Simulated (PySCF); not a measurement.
GeO3, SMILES [O]=[Ge]1[O][O]1.

Coordinates come from a PBE-D3(BJ)/def2-SVP optimisation.

Two levels are set side by side: TDA-PBE/def2-SVPD (PySCF) and ADC(2)/aug-cc-pVDZ (PySCF). Vertical, same geometry; the bases differ. Differences are taken from unrounded values.

```tsv
quantity	ADC(2)	TDA-PBE	TDA-PBE minus ADC(2)
lowest singlet excitation (eV)	3.36	3.08	-0.28
```

Functionals without exact exchange tend to place singlet excitations lower, as here. Differences between two approximate levels are no errors against the true value.

Rough cost on one machine, each run with all the roots and properties that it gave: ADC(2) against TDA-PBE about 30 times.
